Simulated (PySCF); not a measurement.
Molfile (atoms numbered from 1):
```
C5H12BFO
     RDKit          3D

 20 20  0  0  0  0  0  0  0  0999 V2000
   -0.8975   -1.9523   -0.8152 B   0  0  0  0  0  0  0  0  0  0  0  0
   -0.3101   -0.6378   -0.0652 O   0  0  0  0  0  0  0  0  0  0  0  0
   -1.2262    0.4364    0.2125 C   0  0  0  0  0  0  0  0  0  0  0  0
   -0.3199    1.6095    0.5126 C   0  0  0  0  0  0  0  0  0  0  0  0
    0.8250    1.3823   -0.4723 C   0  0  0  0  0  0  0  0  0  0  0  0
    0.9764   -0.1332   -0.4889 C   0  0  1  0  0  0  0  0  0  0  0  0
    2.0041   -0.6700    0.4878 C   0  0  0  0  0  0  0  0  0  0  0  0
    3.2425   -0.2298    0.1040 F   0  0  0  0  0  0  0  0  0  0  0  0
    0.0272   -2.7487   -0.7726 H   0  0  0  0  0  0  0  0  0  0  0  0
   -1.1734   -1.5577   -1.9441 H   0  0  0  0  0  0  0  0  0  0  0  0
   -1.8627   -2.2631   -0.1367 H   0  0  0  0  0  0  0  0  0  0  0  0
   -1.8686    0.1097    1.0397 H   0  0  0  0  0  0  0  0  0  0  0  0
   -1.8459    0.5961   -0.6853 H   0  0  0  0  0  0  0  0  0  0  0  0
   -0.8273    2.5735    0.3704 H   0  0  0  0  0  0  0  0  0  0  0  0
    0.0355    1.5675    1.5541 H   0  0  0  0  0  0  0  0  0  0  0  0
    1.7665    1.8731   -0.1891 H   0  0  0  0  0  0  0  0  0  0  0  0
    0.5455    1.7446   -1.4728 H   0  0  0  0  0  0  0  0  0  0  0  0
    1.1757   -0.5309   -1.4945 H   0  0  0  0  0  0  0  0  0  0  0  0
    1.7915   -0.3090    1.5092 H   0  0  0  0  0  0  0  0  0  0  0  0
    1.9821   -1.7708    0.4863 H   0  0  0  0  0  0  0  0  0  0  0  0
  1  2  1  0
  2  3  1  0
  3  4  1  0
  4  5  1  0
  5  6  1  0
  6  7  1  0
  7  8  1  0
  6  2  1  0
  1  9  1  0
  1 10  1  0
  1 11  1  0
  3 12  1  0
  3 13  1  0
  4 14  1  0
  4 15  1  0
  5 16  1  0
  5 17  1  0
  6 18  1  6
  7 19  1  0
  7 20  1  0
M  CHG  2   1  -1   2   1
M  END
```

Geometry: PBE0-D3(BJ)/def2-SVP; GIAO shifts from PySCF, gas phase, non-relativistic, averaged over equivalent atoms.

At KT3/pcSseg-1 (196 basis functions, 72 s wall time on 1 thread of an Arm Neoverse N1, shared host):
| atoms | δ (ppm) |
| --- | --- |
| B1 | -2.3 |
| O2 | 70.0 |
| C6 | 83.2 |
| C7 | 79.2 |
| C3 | 77.7 |
| C5 | 29.2 |
| C4 | 27.2 |
| F8 | -262.0 |
| H20 | 4.75 |
| H18 | 4.10 |
| H12 | 4.08 |
| H19 | 3.81 |
| H13 | 3.57 |
| H9/H10/H11 | 3.04 |
| H16 | 2.12 |
| H17 | 1.96 |
| H15 | 1.84 |
| H14 | 1.80 |

Referencing at the same level of theory: ¹¹B (σ = 100.51 ppm) against BF3·OEt2; ¹⁷O (σ = 329.03 ppm) vs H2O; TMS for ¹³C (σ = 182.31 ppm), ¹H (σ = 31.32 ppm); CFCl3 for ¹⁹F (σ = 149.45 ppm).

Estimate the result of repeating the calculation with PBE0/pcSseg-1.

Answers


```csv
atoms,δ at PBE0/pcSseg-1,change
B1,-2.7,-0.4
O2,58.8,-11.2
C6,84.1,+0.9
C7,80.2,+1.0
C3,78.5,+0.8
C5,28.3,-0.9
C4,26.0,-1.2
F8,-253.0,+9.0
H20,4.77,+0.02
H18,4.10,+0.00
H12,4.05,-0.03
H19,3.81,+0.00
H13,3.56,-0.01
H9/H10/H11,3.05,+0.01
H16,2.05,-0.07
H17,1.96,+0.00
H15,1.83,-0.01
H14,1.74,-0.06
```

Shifts are taken against calculated references (same method and geometry level): BF3·OEt2 for ¹¹B (σref 100.73); ¹⁷O (σref 334.56) vs H2O; ¹³C (σref 184.41), ¹H (σref 31.27) against TMS; CFCl3 for ¹⁹F (σref 177.25).

The largest change is at O2 (donor oxygen of a Lewis adduct). Cost: 196 basis functions, 65 s wall time on 1 thread of an Arm Neoverse N1, shared host. The order of the carbon signals is the same at both levels.

Unscaled 19F shifts against computed CFCl3 carry errors that often reach 10 to 50 ppm. Experimental scales use liquid or dissolved standards, which lie at an offset from isolated H2O (liquid H2O: subtract about 36 ppm).
